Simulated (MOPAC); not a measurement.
MOPAC input (PM6):

```
PM6 FORCE THERMO(298,298) PRECISE LET UHF MS=0.5 GEO-OK AUX(PRECISION=9) THREADS=1
HCl2Ge

Ge   -0.07555364 1    0.46057794 1    0.36001031 1
Cl    1.79785685 1   -0.28854322 1   -0.27668703 1
Cl   -1.63771373 1   -0.68665988 1   -0.48835074 1
H    -0.19498891 1    0.71320857 1    1.82343848 1
```

From the last part of the output:

```
     H    4   3.004598   0.201133   0.200821   3.146976

          HEAT OF FORMATION =     -31.994505 KCALS/MOLE

          ZERO POINT ENERGY       5.989 KCAL/MOL

           NORMAL COORDINATE ANALYSIS (Total motion = 1 Angstrom)

   Root No.       1         2         3         4         5         6

                 1 A'      2 A'      1 A"      3 A'      2 A"      4 A'

                 118.4     347.1     387.7     447.3     575.2    2313.8

           1   -0.1080   -0.0392   -0.1315   -0.0161    0.0043   -0.0057
           2   -0.1541   -0.0560    0.0922   -0.0230   -0.0030   -0.0082
           3   -0.0004    0.0196    0.0000   -0.0228    0.0000   -0.0085
           4   -0.1081    0.1131    0.1904    0.0618   -0.0277   -0.0004
           5    0.3134   -0.0013   -0.0034    0.0016   -0.0070   -0.0002
           6    0.0011   -0.0122   -0.0037    0.0146   -0.0077   -0.0004
           7    0.3315   -0.0398    0.0682   -0.0195   -0.0029   -0.0000
           8    0.0053    0.1059   -0.1778    0.0586    0.0284   -0.0005
           9    0.0011   -0.0122    0.0037    0.0146    0.0077   -0.0004
          10   -0.0812    0.2464    0.3754   -0.3263    0.7661    0.4297
          11   -0.1159    0.3515   -0.2631   -0.4656   -0.5370    0.6130
          12   -0.0459   -0.5546    0.0000    0.6142    0.0000    0.6411

           MASS-WEIGHTED COORDINATE ANALYSIS (NORMAL COORDINATES)

   Root No.       1         2         3         4         5         6

                 1 A'      2 A'      1 A"      3 A'      2 A"      4 A'

                 118.4     347.1     387.7     447.3     575.2    2313.8

           1   -0.2855   -0.2504   -0.5192   -0.1315    0.0379   -0.0492
           2   -0.4073   -0.3573    0.3639   -0.1877   -0.0266   -0.0702
           3   -0.0010    0.1252    0.0000   -0.1862    0.0000   -0.0726
           4   -0.1997    0.5047    0.5254    0.3528   -0.1697   -0.0026
           5    0.5791   -0.0058   -0.0094    0.0093   -0.0426   -0.0010
           6    0.0020   -0.0544   -0.0103    0.0834   -0.0468   -0.0025
           7    0.6125   -0.1777    0.1881   -0.1116   -0.0179   -0.0001
           8    0.0098    0.4725   -0.4907    0.3348    0.1741   -0.0028
           9    0.0020   -0.0544    0.0103    0.0834    0.0468   -0.0025
          10   -0.0253    0.1854    0.1747   -0.3143    0.7906    0.4332
          11   -0.0361    0.2644   -0.1224   -0.4484   -0.5542    0.6180
          12   -0.0143   -0.4173    0.0000    0.5915    0.0000    0.6464

          DESCRIPTION OF VIBRATIONS

 VIBRATION          1    1A'         ATOM PAIR     ENERGY CONTRIBUTION    RADIAL
 FREQUENCY           118.36         Ge1 -- Cl3         +40.0% (116.5%)      0.7%
 TRANSITION DIPOLE   0.8888         Ge1 -- Cl2         +40.0% (116.5%)      0.7%
 TRAVEL (Ang.)       0.1987         Ge1 -- H 4         +20.0% ( 82.3%)     52.3%
 REDUCED MASS       14.4259
 EFFECTIVE MASS     86.1354
 FORCE CONSTANT      0.1191

 VIBRATION          2    2A'         ATOM PAIR     ENERGY CONTRIBUTION    RADIAL
 FREQUENCY           347.10         Ge1 -- Cl3         +33.8% ( 67.9%)     78.5%
 TRANSITION DIPOLE   0.7576         Ge1 -- Cl2         +33.8% ( 67.9%)     78.5%
 TRAVEL (Ang.)       0.1571         Ge1 -- H 4         +32.3% ( 66.3%)      4.7%
 REDUCED MASS        7.8715
 EFFECTIVE MASS     36.6511
 FORCE CONSTANT      0.5587

 VIBRATION          3    1A"         ATOM PAIR     ENERGY CONTRIBUTION    RADIAL
 FREQUENCY           387.72         Ge1 -- Cl3         +40.8% ( 77.0%)     88.7%
 TRANSITION DIPOLE   3.7784         Ge1 -- Cl2         +40.8% ( 77.0%)     88.7%
 TRAVEL (Ang.)       0.1007         Ge1 -- H 4         +18.5% ( 51.9%)      0.0%
 REDUCED MASS       17.1444
 EFFECTIVE MASS     48.3412
 FORCE CONSTANT      1.5185

 VIBRATION          4    3A'         ATOM PAIR     ENERGY CONTRIBUTION    RADIAL
 FREQUENCY           447.35         Ge1 -- H 4         +67.9% ( 78.5%)     11.4%
 TRANSITION DIPOLE   0.4990         Ge1 -- Cl3         +16.0% ( 38.1%)     67.8%
 TRAVEL (Ang.)       0.2615         Ge1 -- Cl2         +16.0% ( 38.1%)     67.8%
 REDUCED MASS        2.2041
 EFFECTIVE MASS     13.4655
 FORCE CONSTANT      0.2599

 VIBRATION          5    2A"         ATOM PAIR     ENERGY CONTRIBUTION    RADIAL
 FREQUENCY           575.21         Ge1 -- H 4         +97.3% ( 94.2%)      0.0%
 TRANSITION DIPOLE   0.0095         Ge1 -- Cl2          +1.4% ( 11.2%)     94.6%
 TRAVEL (Ang.)       0.3508         Ge1 -- Cl3          +1.4% ( 11.2%)     94.6%
 REDUCED MASS        0.9526
 EFFECTIVE MASS      2.3539
 FORCE CONSTANT      0.1857

 VIBRATION          6    4A'         ATOM PAIR     ENERGY CONTRIBUTION    RADIAL
 FREQUENCY          2313.84         Ge1 -- H 4        +100.0% (100.0%)     99.9%
 TRANSITION DIPOLE   0.3878
 TRAVEL (Ang.)       0.1712
 REDUCED MASS        0.9941
 EFFECTIVE MASS      1.2110
 FORCE CONSTANT      3.1359

      SYMMETRY NUMBER FOR POINT-GROUP Cs  =  1

          SYSTEM IS A GROUND STATE

 HCl2Ge

          MOLECULE IS NOT LINEAR

          THERE ARE  6 GENUINE VIBRATIONS IN THIS SYSTEM
          THIS THERMODYNAMICS CALCULATION IS LIMITED TO
          MOLECULES WHICH HAVE NO INTERNAL ROTATIONS

                    CALCULATED THERMODYNAMIC PROPERTIES
                                          *
   TEMP. (K)   PARTITION FUNCTION   H.O.F.    ENTHALPY  HEAT CAPACITY ENTROPY
                                   KCAL/MOL   CAL/MOLE    CAL/K/MOL  CAL/K/MOL

 298.00  VIB.     0.4026D+01                  1144.9885     7.4648     6.6100
         ROT.     0.1379D+06                   888.2803     2.9808    26.4977
         INT.     0.5551D+06                  2033.2688    10.4456    33.1077
         TRA.     0.1679D+28                  1480.4672     4.9680    40.8131
         TOT.                      -31.995    3513.7359    15.4136    73.9208

   *: NOTE: HEATS OF FORMATION ARE RELATIVE TO THE
            ELEMENTS IN THEIR STANDARD STATE AT 298K
              (=  Standard Enthalpy of Formation).

            Hvib:  Zero-point energy is not included.
                   frequencies of less than zero cm-1 are not included.
            Hrot = (3/2)RT
            Htra = (3/2)RT + pV = (5/2)RT

            Heat capacity is Cp, not Cv

          For more information, see: HTTP://OpenMOPAC.net/Manual/thermochemistry.html

           FORCE CONSTANT IN CARTESIAN COORDINATES (Millidynes/A)

    ATOM   CHEMICAL       X               Y               Z
   NUMBER   SYMBOL  FORCE CONSTANT  FORCE CONSTANT  FORCE CONSTANT

      1      Ge        2.827772        3.047613        1.592165
      2      Cl        2.240133        0.112159        0.052851
      3      Cl        0.354982        1.997310        0.052851
      4       H        0.736289        1.304870        1.382132

 **********************
 *                    *
 * JOB ENDED NORMALLY *
 *                    *
 **********************
```
